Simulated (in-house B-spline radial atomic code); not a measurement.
A fraction x of an electron is moved 3s → 3p in Si²⁺, starting from [Ne] 3s2 and keeping the highest spin. All numbers are computed (non-relativistic LDA PW92, spin-polarised, spherical fractional occupations; point nucleus) with an all-electron radial atomic-structure program (B-spline basis), not measured.

```csv
x,E(x) - E(0) (eV),3s down level (eV),3p up level (eV)
0,0.0000,-28.599,-
0.125,0.9722,-28.511,-20.891
0.25,1.9047,-28.406,-21.107
0.375,?,?,?
0.5,3.6461,-28.130,-21.506
0.625,4.4518,-27.955,-21.689
0.75,5.2118,-27.752,-21.861
0.875,?,?,?
1,6.5728,-,-22.179
```

Task: What belongs in the row x = 0.375?

Result: An energy change of 2.7965 eV; 3s down at -28.279 eV, 3p up at -21.312 eV.

Task: What belongs in the row x = 0.875?

Result: An energy change of 5.9231 eV; 3s down at -27.502 eV, 3p up at -22.023 eV.

Task: Check Janak's theorem between x = 0.125 and 0.25.

Result: The slope of the energy is 7.46 eV; the orbital levels give 7.46 eV (ε of the receiving orbital less ε of the emptying one, averaged over the two points).
